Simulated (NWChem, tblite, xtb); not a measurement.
**How methods differ on C2HAlF2 (SMILES C#[C][Al]([F])[F])**

C2HAlF2 has 6 atoms, charge 0, and is taken as a singlet. SMILES: `C#[C][Al]([F])[F]`. Geometry: relaxed at PBE0-D4/def2-TZVP.

Each level gives the dipole moment (D). The values are calculated.

```
                             level            kind  program  value (D)   CPU time
                          GFN2-xTB  semi-empirical   tblite       2.71  under 2 s
                          GFN1-xTB  semi-empirical   tblite       2.88  under 2 s
                          GFN0-xTB  semi-empirical      xtb       2.46  under 2 s
                         IPEA1-xTB  semi-empirical   tblite       3.14  under 2 s
                        PBE/STO-3G             GGA   NWChem          ?      5.7 s
                    BP86/def2-SVPD             GGA   NWChem          ?       22 s
                      BLYP/pcseg-2             GGA   NWChem       2.25       66 s
B3LYP/6-31G* (spherical functions)   global hybrid   NWChem       2.20       38 s
                     PBE0/def2-SVP   global hybrid   NWChem       2.25       13 s
B3LYP/6-31G* (Cartesian functions)   global hybrid   NWChem       2.20       51 s
```

Estimate what the levels marked ? give.

As computed at these levels: PBE/STO-3G: 0.57 D; BP86/def2-SVPD: 2.29 D. The values span 0.57 to 3.14 D. Magnitudes only: a small dipole may point the other way at some levels. Sets without polarisation functions give poor dipoles. Without the sets that lack polarisation functions the rows with a basis span only 2.20 to 2.29 D. Times are those of the runs behind each value, whatever else they computed, on shared processors of several kinds: orders of magnitude only.
